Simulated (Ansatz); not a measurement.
Compare A (`C[C@@H]1CCC[C@H]1C`) with its isomer B (`C=C(CC)C(C)C`).

Calculated with Ansatz (gas phase, PBE0-D4/def2-TZVP geometries, no zero-point term in ΔE). CCSD(T)/CBS adds triple-zeta CCSD(T) − MP2 to the extrapolated MP2 energy (def2 sets, frozen cores). DFT in def2-TZVPP. B3LYP here is the variant with VWN-RPA as its local correlation; programs differ in this. One conformer a species, not always the lowest.

(1) Which isomer does CCSD(T)/CBS put lower? Give the gap. (An estimate is asked.)

(2) Give E(B) − E(A) in kcal/mol with r2SCAN-D4, PBE-D4, ωB97M-V, PBE0-D4, LDA (SPW92), CCSD(T)/def2-SVP, B3LYP. (Best estimate.)

Largest T1 diagnostic: 0.009.

Answers

(1) Ansatz gave: A, by 15.5 kcal/mol.

(2) The calculation gave: r2SCAN-D4 15.9, PBE-D4 15.8, ωB97M-V 16.5, PBE0-D4 18.6, LDA (SPW92) 21.0, CCSD(T)/def2-SVP 16.9, B3LYP 12.1. None reverses the order clearly.

Leaving LDA and LC-ωPBE aside and taking each functional with its dispersion term where it has one, the values, not all of them listed here, spread over 10.1 kcal/mol, from BLYP-D4 to PBE-QIDH. LDA lies +5.5 kcal/mol from PBE without D4. From BLYP to BHLYP (50 % exact exchange), in def2-TZVPP and without D4, E(B) − E(A) moves by +5.8 kcal/mol.
